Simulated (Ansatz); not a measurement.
This geometry of C2H6F2OSi (12 atoms, charge 0, multiplicity 1) is a first-order saddle point.

Level of theory: RKS PBE0/6-31G in Ansatz 0.2.0.

```xyz
12
Properties=species:S:1:pos:R:3
C -0.737 -1.347 0.909
Si 0.738 -0.686 -0.083
C 0.367 1.148 -0.638
O -0.870 1.547 -0.191
F 0.431 1.294 -2.047
F 1.354 2.050 -0.167
H -0.553 -2.376 1.235
H -1.642 -1.327 0.297
H -0.909 -0.722 1.789
H 1.998 -0.636 0.728
H 0.980 -1.468 -1.340
H -1.081 2.467 -0.457
```

Which two structures does it join? (They come from a converged band through this point; their orientation in space is the band's.)

No bond is made or broken. The dihedral C1–Si2–C3–F5 goes from 178 to -64°. The two ends are copies of one structure, up to a mirror image or an exchange of like atoms.

First end point:

```xyz
12
Properties=species:S:1:pos:R:3
C -0.501 -1.142 1.309
Si 0.638 -0.735 -0.153
C 0.266 1.073 -0.741
O -1.048 1.202 -1.120
F 1.115 1.458 -1.808
F 0.563 2.012 0.282
H -0.312 -2.155 1.677
H -1.548 -1.070 1.001
H -0.330 -0.438 2.128
H 2.090 -0.747 0.224
H 0.409 -1.621 -1.341
H -1.263 2.108 -1.425
```

Last end point:

```xyz
12
Properties=species:S:1:pos:R:3
C -0.885 -1.446 0.622
Si 0.732 -0.662 0.013
C 0.358 1.145 -0.579
O -0.187 1.889 0.439
F -0.523 1.142 -1.693
F 1.523 1.783 -1.073
H -0.713 -2.468 0.971
H -1.620 -1.473 -0.187
H -1.298 -0.858 1.447
H 1.771 -0.548 1.088
H 1.304 -1.366 -1.181
H -0.386 2.808 0.167
```

How far does it lie above each of them?

0.083 eV above the first and 0.084 eV above the second. This is the barrier of this one path; another mechanism may lie lower. Limits of this set-up: no polarisation functions.

Run time: 110 s on 1 thread of Arm Neoverse V2, with other jobs on the host, peak memory 0.25 GiB.
